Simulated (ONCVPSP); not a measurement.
What the settings do to the ONCV potential of zirconium (Zr)

Base potential:

Zr, optimised norm-conserving Vanderbilt (ONCV), made with ONCVPSP 4.0.1 (PW91, fully relativistic). Core [Ar] 3d10, reference 4s2 4p6 4d2 5s1.5 5p0.5. Waves: 4s+5s: rc 1.70 bohr, ncon 4, nbas 9, qcut 6.1 1/bohr, 2 projectors; 4p+5p: rc 2.30 bohr, ncon 4, nbas 7, qcut 7.5 1/bohr, 2 projectors; 4d: rc 2.80 bohr, ncon 3, nbas 8, qcut 5.7 1/bohr, 2 projectors, debl 3.7 Ha. Local part: polynomial inside 1.10 bohr (lpopt 2, dvloc0 3 Ha). Core correction: none.

Open shells are filled in proportion to 2j + 1.

All-electron outer shells of the reference configuration (PW91, scalar-relativistic, ld1.x):

```csv
shell,level (eV),outermost node (bohr),outermost maximum (bohr)
3p,-318.39,0.18,0.40
3d,-175.47,–,0.35
4s,-55.19,0.55,1.08
4p,-33.14,0.56,1.17
5s,-4.86,1.47,3.11
4d,-4.19,0.58,1.59
5p,-1.80,1.70,4.10
```

Cutoffs, loose and tight: the cutoffs (Ha) at which the residual kinetic energy of the hardest occupied pseudo-wave falls to 1 and 0.1 mHa per electron. They do not see the model core or the augmentation charge, which bear on the density cutoff. Test errors are all-electron minus pseudo excitation energies from the reference, over the configurations 4s2 4p6 4d2 5s2 5p0; 4s2 4p6 4d2 5s1 5p0; 4s2 4p6 4d2 5s0 5p0; 4s1 4p6 4d2 5s2 5p0. A dash means not determined; rows that change the core or the reference have their own tests.

```
    change    outcome  cutoff, loose  cutoff, tight  bound ghosts  GHOST(+) flags above zero  largest test error (meV)
      base  generated          15 Ha          18 Ha          none                       none                      -110
p: rc 1.56  generated          21 Ha          26 Ha          none                       none                      -124
p: rc 1.88  generated          15 Ha          20 Ha          none                       none                      -118
p: rc 2.02  generated          15 Ha          18 Ha          none                       none                      -114
 p: rc 2.2  generated          15 Ha          18 Ha          none                       none                      -110
p: rc 2.54  generated          15 Ha          18 Ha          none                       none                      -106
 p: rc 2.7  generated          15 Ha          18 Ha          none                       none                      -109
p: rc 2.88  generated          15 Ha          18 Ha          none                       none                      -109
p: rc 3.08  generated          15 Ha          18 Ha          none                       none                      -113
 p: rc 3.4  generated          15 Ha          18 Ha          none                       none                      -112
```

Reading the sweep of the p radius (base included, trends over the rows without a ghost): The loose cutoff falls from 21 Ha at 1.56 to 15 Ha at 3.4 bohr. A larger radius leaves more room for a smooth pseudo-wave, so fewer plane waves are needed; a smaller one forces it to follow the all-electron wave where it bends sharply. The median size of the test errors (rows with all tests solved) rises from 1.2 meV at 1.56 to 3.1 meV at 3.4 bohr, with one reversal. More of the atom is replaced by a form fitted at one configuration, so other configurations suffer as the radius grows.
